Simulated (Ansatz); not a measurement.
System: fluoro(trimethyl)silane, C3H9FSi, net charge 0, singlet state. SMILES: C[Si](C)(C)F
Coordinates optimised at B3LYP-D3(BJ)/def2-TZVP (Ansatz, a quantum-chemistry and plane-wave program):
```
Si
F 1 1.6195
C 1 1.8648 2 107.28
H 3 1.0920 1 111.16 2 -60.15
H 3 1.0920 4 107.97 1 -122.16
H 3 1.0929 4 107.83 5 -116.26
C 1 1.8648 2 107.28 3 -120.00
H 7 1.0920 1 111.16 2 60.15
H 7 1.0920 8 107.97 1 122.16
H 7 1.0929 8 107.83 9 116.26
C 1 1.8648 2 107.28 3 120.00
H 11 1.0920 1 111.16 2 -60.15
H 11 1.0920 12 107.97 1 -122.16
H 11 1.0929 12 107.83 13 -116.26
```

Quantity: atomisation energy (electronic, to ground-state atoms), in kcal/mol. Cores are frozen in the correlated levels unless marked. UHF or UKS for open shells. No spin-orbit coupling. No relativistic terms. The coupled-cluster limit lacks core correlation, which all-electron functionals hold. CBS(X,Y): correlation extrapolated as X^-3; Hartree-Fock from the larger set.

| level | program | atomisation energy (kcal/mol) | minus last row |
|---|---|---|---|
| PBE/def2-TZVPD | Ansatz | 1303.9 | 1.8 |
| PBE-D3(BJ)/def2-TZVPD | Ansatz + dftd3 | 1310.4 | 8.3 |
| BLYP-D3(BJ)/def2-TZVPD | Ansatz + dftd3 | 1288.6 | -13.5 |
| PBE0-D3(BJ)/def2-TZVPD | Ansatz + dftd3 | 1298.8 | -3.3 |
| PBE0-D4/def2-TZVP | Ansatz + dftd4 | 1298.4 | -3.7 |
| PBE0-D4/def2-TZVPD | Ansatz + dftd4 | 1298.4 | -3.7 |
| CAM-B3LYP-D3(BJ)/def2-TZVPD | Ansatz + dftd3 | 1304.2 | 2.1 |
| MP2/STO-3G | Ansatz | 1321.5 | 19.4 |
| MP2/6-31G | Ansatz | 1104.7 | -197.4 |
| RI-MP2/cc-pV(Q+d)Z | Ansatz | 1302.8 | 0.7 |
| SCS-MP2/STO-3G | Ansatz | 1331.0 | 28.9 |
| SCS-MP2/cc-pV(T+d)Z | Ansatz | 1281.0 | -21.1 |
| CCSD(T)/cc-pV(D+d)Z | Ansatz | 1203.3 | -98.8 |
| CCSD(T)/cc-pwCVTZ | Ansatz | 1273.7 | -28.4 |
| CCSD(T)/CBS(cc-pV(T+d)Z,cc-pV(Q+d)Z) | Ansatz | 1302.1 | 0.0 |
